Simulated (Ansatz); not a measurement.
Sn(OtBu)2 (C₈H₁₈O₂Sn). The state is a triplet with charge 0. Geometry r2SCAN-D4/def2-SVP, that of the neutral singlet; atoms count from 1.

```csv
atom,x (Å),y (Å),z (Å)
Sn1,-0.394,1.642,1.455
O2,-1.533,0.061,1.869
C3,-1.696,-1.244,1.312
C4,-2.140,-1.124,-0.149
C5,-0.374,-2.009,1.411
C6,-2.779,-1.926,2.150
H7,-2.326,-2.117,-0.590
H8,-3.071,-0.538,-0.212
H9,-1.357,-0.618,-0.735
H10,0.398,-1.498,0.816
H11,-0.483,-3.041,1.037
H12,-0.045,-2.056,2.461
H13,-3.715,-1.348,2.099
H14,-2.465,-1.976,3.204
H15,-2.976,-2.949,1.791
O16,0.575,0.789,-0.112
C17,1.519,1.344,-1.016
C18,2.436,2.350,-0.310
C19,2.344,0.173,-1.558
C20,0.758,2.031,-2.156
H21,3.212,2.736,-0.990
H22,1.862,3.217,0.062
H23,2.938,1.871,0.547
H24,2.869,-0.331,-0.732
H25,3.090,0.512,-2.295
H26,1.680,-0.561,-2.039
H27,0.154,2.866,-1.762
H28,0.076,1.313,-2.638
H29,1.443,2.432,-2.920
```

In the def2 sets Sn takes a core potential; there is no spin–orbit coupling. Single mean-field runs in def2-TZVP are fitted with def2-universal-jkfit. At PBE0-D4/def2-TZVP a singlet of charge 0 lies 3.03 eV below the triplet at the same geometry.

Q: Estimate the Mulliken populations from the PBE0/def2-TZVP orbitals of Ansatz.

A: 
```csv
atom,charge (e),spin (α − β)
Sn1,0.51,1.42
O2,-0.51,0.15
C3,0.23,0.01
C4,-0.39,0.01
C5,-0.39,0.01
C6,-0.33,0.02
H7,0.11,0.00
H8,0.12,0.00
H9,0.14,0.00
H10,0.14,0.00
H11,0.11,0.00
H12,0.12,0.00
H13,0.12,0.00
H14,0.12,0.00
H15,0.11,0.01
O16,-0.43,0.34
C17,0.16,-0.02
C18,-0.38,0.03
C19,-0.35,0.03
C20,-0.35,0.00
H21,0.13,0.00
H22,0.13,0.00
H23,0.15,0.00
H24,0.13,0.00
H25,0.13,0.00
H26,0.13,0.00
H27,0.12,0.00
H28,0.13,0.00
H29,0.12,0.00
```
Mulliken values depend strongly on the basis.

Q: Where does the spin sit?

A: Summed by element: Sn 1.42, O 0.49, C 0.09, H 0.00, of 2 unpaired in all. Largest on single atoms: Sn1 1.42, O16 0.34, O2 0.15.

Q: And the Mayer bond orders between heavy atoms (over 0.3)?

A: Sn1–O2 0.84 (1.99 Å); Sn1–O16 0.79 (2.03 Å); O2–C3 0.97 (1.43 Å); C3–C4 0.97 (1.53 Å); C3–C5 0.97 (1.53 Å); C3–C6 0.94 (1.53 Å); O16–C17 0.98 (1.42 Å); C17–C18 0.96 (1.53 Å); C17–C19 0.95 (1.53 Å); C17–C20 1.00 (1.53 Å).
